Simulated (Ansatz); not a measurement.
Problem. Name a neutral molecule of C, F, Hf, N, O with HOMO energy (B3LYP/def2-TZVPP) between -9.15 and -8.85 eV and HOMO–LUMO gap (PBE/def2-TZVPP) between 5.55 and 5.85 eV (Ansatz, PBE0-D4/def2-TZVP geometry).

Solution. `O=C=[N][Hf]([F])([F])[F]` (-9.14 eV, 5.83 eV). Other molecules can fit too; these were computed, each in one conformer that needn't be the lowest.

B3LYP here is the variant with VWN-RPA as its local correlation; programs differ in this.
